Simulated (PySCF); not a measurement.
## Tl: ionisation energy

Tl [Xe] 4f14 5d10 6s2 6p1 (2P) → Tl⁺ [Xe] 4f14 5d10 6s2 (1S), as a difference of total energies. All numbers are calculated (PySCF 2.14, scalar relativity through the core potential, in aug-cc-pwCVDZ-PP with ECP60MDF). Correlated levels: valence: 5s2 5p6 5d10 frozen; valence and next inner shell: nothing frozen outside the core potential. The calculations carry no spin-orbit coupling.

```csv
method,ionisation energy (eV),error (eV)
UHF,5.001,-0.463
LDA,5.569,+0.105
PBE,5.412,-0.052
PBE0,5.427,-0.037
r2SCAN,5.492,+0.028
B2PLYP,5.315,-0.149
PBEsol,5.411,-0.053
r2SCANh,5.503,+0.039
MN15,5.503,+0.039
MP2 (valence),5.137,-0.327
SCS-MP2 (valence),5.115,-0.349
MP2 (valence and next inner shell),5.190,-0.274
SCS-MP2 (valence and next inner shell),5.110,-0.354
```

Reference: 5.464 eV (measured; NIST levels, between the centres of gravity of the two terms).

Errors of the correlated levels include the incompleteness of this basis and the frozen core.
